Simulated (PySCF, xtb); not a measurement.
2-methylidene-3H-selenophene (C5H6Se), SMILES C=C1CC=C[Se]1.

GFN2-xTB (xtb) at its own geometry gives an orbital gap of 3.54 eV and a dipole moment of 2.24 D.

Geometry optimised at PBE-D3(BJ)/def2-SVP. Other conformers were not sampled.

### Question
What does PBE0/def2-TZVP (PySCF) give? (The exact figures need the calculation; the answer reports its results.)

### Answer
gap 5.37 eV (levels -5.66 and -0.29 eV), dipole 1.50 D.
